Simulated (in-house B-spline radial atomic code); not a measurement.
PBE hybrid excitations of Yb

Method: PBE hybrid with 0.6 exact exchange. Computed with an all-electron radial atomic-structure program (B-spline basis): linear response of the closed shell [Xe] 4f14 6s2 with the functional's adiabatic kernel; scalar-relativistic (spin-free one-electron X2C), finite nucleus, no spin-orbit coupling, no double excitations, S, P, D and F terms only; shells from n = 4 respond. Only terms of natural parity with L up to 3 were computed.

Spin-orbit coupling is strong here, so these LS terms don't match observed levels.

Command:
```bash
python run_td.py task.json out
```
Settings (radii: box in bohr, nucleus in fm):
```
Z                        70
electrons                70
configuration            [Xe] 4f14 6s2
hamiltonian              x2c
method                   pbeh
box_radius               75
exact_exchange_fraction  0.6
rms_radius               5.3108
intervals                76
```

Run time, properties included: 2.2 s on 1 thread of AMD EPYC 9R45 96-Core Processor (Zen 5), on a shared host.

The lowest states, in the order of their Tamm-Dancoff energies; the method's threshold (minus the highest occupied level) is 5.159 eV. Labels give the largest channel, * marks a mixed state, and oscillator strengths are full-response dipole values. Measured ¹D terms are left out, since they can mix with doubly excited terms. Semilocal kernels can invert the small singlet-triplet splittings of Rydberg terms. Energies in eV:

```json
{"state": "6s → 6p 3P", "full response": "?", "Tamm-Dancoff": "?", "oscillator strength": "-", "measured (J-weighted term)": "?"}
{"state": "6s → 5d 3D", "full response": "2.635", "Tamm-Dancoff": "2.706", "oscillator strength": "-", "measured (J-weighted term)": "3.092"}
{"state": "6s → 6p 1P", "full response": "3.041", "Tamm-Dancoff": "3.121", "oscillator strength": "1.85", "measured (J-weighted term)": "3.108"}
{"state": "6s → 5d 1D", "full response": "3.384", "Tamm-Dancoff": "3.411", "oscillator strength": "-", "measured (J-weighted term)": "-"}
{"state": "6s → 7s 3S", "full response": "3.791", "Tamm-Dancoff": "3.799", "oscillator strength": "-", "measured (J-weighted term)": "4.054"}
{"state": "6s → 7s 1S", "full response": "4.012", "Tamm-Dancoff": "4.019", "oscillator strength": "-", "measured (J-weighted term)": "4.259"}
{"state": "4f → 5d 3P", "full response": "?", "Tamm-Dancoff": "?", "oscillator strength": "-", "measured (J-weighted term)": "-"}
{"state": "6s → 7p 3P", "full response": "4.363", "Tamm-Dancoff": "4.369", "oscillator strength": "-", "measured (J-weighted term)": "4.758"}
{"state": "6s → 7p 1P", "full response": "4.444", "Tamm-Dancoff": "4.451", "oscillator strength": "0.0465", "measured (J-weighted term)": "5.029"}
{"state": "6s → 6d 3D", "full response": "4.555", "Tamm-Dancoff": "4.558", "oscillator strength": "-", "measured (J-weighted term)": "4.946"}
```

(1) Where does 4f → 5d 3P lie?

(2) Where does 6s → 6p 3P lie?

(3) How large is the singlet-triplet splitting of 6s → 6p (P terms) in Tamm-Dancoff?

(4) What polarisabilities and dispersion coefficient does the method give?

Results:

(1) At 4.110 eV in full response, 4.233 eV in Tamm-Dancoff.

(2) At 1.728 eV in full response, 1.911 eV in Tamm-Dancoff; measured 2.339 eV.

(3) 1.21 eV, from the unrounded values.

(4) Dipole 162.2 bohr³, quadrupole 3036 bohr⁵, C6 2427 hartree·bohr⁶ for two such species. Recommended dipole value: 139 ± 6 bohr³ (Schwerdtfeger and Nagle, table of static dipole polarizabilities (2023 update)), which includes relativity and correlation.
